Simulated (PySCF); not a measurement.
**Nuclear quadrupole coupling in `Cc1ccpc(Cl)p1`**

C5H5ClP2.
Geometry (GFN2-xTB, Å), atoms numbered from 1 in this order:
```xyz
13
C5H5ClP2 angstrom
C     -2.0143   -0.6314   -0.0221
C     -0.5473   -0.3013   -0.0160
C     -0.1828    1.0308    0.0987
C      1.0915    1.5579    0.1263
P      2.6167    0.7388    0.0236
C      2.0931   -0.9121   -0.1267
Cl     3.4070   -2.0559   -0.2623
P      0.5284   -1.6698   -0.1648
H     -2.1703   -1.7085   -0.0086
H     -2.4905   -0.2265   -0.9154
H     -2.5098   -0.1949    0.8445
H     -1.0015    1.7394    0.1793
H      1.1755    2.6339    0.2258
```

Field gradients from the PBE0/pcSseg-1 density (PySCF, non-relativistic), principal values in atomic units, ordered |Vxx| ≤ |Vyy| ≤ |Vzz|:

```csv
atom,Vxx,Vyy,Vzz
Cl7,-1.7931,-2.1597,3.9528
```

Problem. Find the asymmetry η = (Vxx − Vyy)/Vzz and the couplings χ = eQV/h (234.96 MHz × Q in barn × V in au), with Q(35Cl) = −0.0817 b.

Solution. 
| atom | environment | nucleus | η | χzz (MHz) | χxx (MHz) | χyy (MHz) |
| --- | --- | --- | --- | --- | --- | --- |
| Cl7 | aryl chlorine | 35Cl | 0.09 | -75.88 | 34.42 | 41.46 |

The tensor is traceless: Vxx + Vyy + Vzz = 0.

Problem. What is Vzz at Cl7 in SI units (1 au = 9.71736 × 10²¹ V/m²)?

Solution. 3.9528 au = 38.411 × 10²¹ V/m².

Problem. What couplings would deuterons (Q(2H) = 0.00286 b) have in place of the hydrogens, at this geometry?

Solution. 
```tsv
atom	bonded to	bond length (Å)	Vzz (au)	η	χzz (kHz)
H9	C1	1.088	0.3078	0.05	207
H10	C1	1.090	0.3090	0.02	208
H11	C1	1.089	0.3100	0.03	208
H12	C3	1.086	0.3125	0.08	210
H13	C4	1.084	0.3196	0.07	215
```

Geometry: GFN2-xTB; no solvent, vibrations or thermal averaging. GFN2-xTB bond lengths can be off by several hundredths of an ångström, more for odd bonds, and the gradients follow them. A larger basis could move these couplings by a tenth or more.
